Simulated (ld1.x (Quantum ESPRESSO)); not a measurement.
Transferability test, PAW potential for antimony

antimony, PAW, made with ld1.x (Quantum ESPRESSO) 7.5 (LDA (PZ), scalar-relativistic). Core [Kr], reference 4d10 5s2 5p3. Waves: 5s (bound): rcut 1.80, rcutus 2.20 bohr; 5s channel at 2.2 Ry: rcut 1.80, rcutus 2.20 bohr; 5p (bound): rcut 2.35, rcutus 2.60 bohr; 5p channel at 0.45 Ry: rcut 2.35, rcutus 2.60 bohr; 4d (bound): rcut 1.15, rcutus 1.50 bohr; 4d channel at -1.35 Ry: rcut 1.15, rcutus 1.50 bohr. Local part: all-electron potential smoothed inside 2.30 bohr (lloc = -1). Core correction: a·sin(br)/r model core inside 0.75 bohr. Augmentation charge: BG, radius 1.20 bohr.

Energies are relative to the spin-unpolarised reference configuration 4d10 5s2 5p3; without spin polarisation the order of configurations can differ from experiment. Spin-polarised rows fill each open shell by Hund’s rule, majority spin first.

Task: Give the all-electron excitation energy and the error of the potential for: 4d10 5s2 5p2; 4d10 5s2 5p1; 4d10 5s2 5p0; 4d10 5s1 5p0; 4d10 5s1 5p4; 4d9 5s2 5p3; 4d10 5s0 5p5; 4d10 5s2 5p3 (spin-polarised); 4d10 5s2 5p2 (spin-polarised).

Result:

```json
{"valence configuration": "4d10 5s2 5p2", "charge": "+1", "ΔE all-electron (eV)": "8.521", "error AE − PS (meV)": "-1.2"}
{"valence configuration": "4d10 5s2 5p1", "charge": "+2", "ΔE all-electron (eV)": "24.774", "error AE − PS (meV)": "+2.4"}
{"valence configuration": "4d10 5s2 5p0", "charge": "+3", "ΔE all-electron (eV)": "49.559", "error AE − PS (meV)": "+24"}
{"valence configuration": "4d10 5s1 5p0", "charge": "+4", "ΔE all-electron (eV)": "94.375", "error AE − PS (meV)": "+92"}
{"valence configuration": "4d10 5s1 5p4", "charge": "0", "ΔE all-electron (eV)": "8.209", "error AE − PS (meV)": "+6.2"}
{"valence configuration": "4d9 5s2 5p3", "charge": "+1", "ΔE all-electron (eV)": "40.796", "error AE − PS (meV)": "+285"}
{"valence configuration": "4d10 5s0 5p5", "charge": "0", "ΔE all-electron (eV)": "16.646", "error AE − PS (meV)": "+6.8"}
{"valence configuration": "4d10 5s2 5p3 (spin-polarised)", "charge": "0", "ΔE all-electron (eV)": "-1.092", "error AE − PS (meV)": "+1.1"}
{"valence configuration": "4d10 5s2 5p2 (spin-polarised)", "charge": "+1", "ΔE all-electron (eV)": "7.930", "error AE − PS (meV)": "-0.4"}
```
